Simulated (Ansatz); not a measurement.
The cluster Na3I4⁻, relaxed as a singlet with RKS r2SCAN-D4/def2-SVPD in Ansatz, starting from the GFN1-xTB geometry. Force threshold 0.02 eV/Å.

In the def2 sets I takes a core potential; there is no spin–orbit coupling. The structure comes from a short search, and lower isomers may exist.

Start:

Cartesian coordinates in Å:
```
Na 2.162 1.560 0.854
Na -0.022 2.289 -1.478
Na -1.259 -2.270 0.377
I -2.534 -4.712 0.841
I 2.191 4.020 -0.692
I -1.786 0.088 -1.579
I 1.248 -0.975 1.678
```

Question: Estimate the energy that the relaxation releases and the steps that it takes.

Answer: 8.0 kcal/mol, in 16 steps; 1.7 min on 4 threads of Arm Neoverse V1 on a shared host. No frequencies were taken in this run, so the end may be a saddle point.

Question: Does the start keep its bonding and symmetry?

Answer: Bonds formed: Na2–I7 (atoms count from 1). The end is the same structure that another start reached. Point group Cs at the start, Cs at the end, both within 0.05 Å.

Question: Predict the relaxed structure.

Answer: 
| atom | x (Å) | y (Å) | z (Å) |
| --- | --- | --- | --- |
| Na1 | 2.819 | 1.758 | 1.284 |
| Na2 | 0.059 | 1.507 | -0.910 |
| Na3 | -1.547 | -2.038 | -0.021 |
| I4 | -2.230 | -4.631 | 1.050 |
| I5 | 2.097 | 3.789 | -0.624 |
| I6 | -2.267 | 0.137 | -2.020 |
| I7 | 1.069 | -0.523 | 1.241 |
Bond lengths (bridged metal pairs left out): 8 × I–Na 2.88 to 3.28 Å.
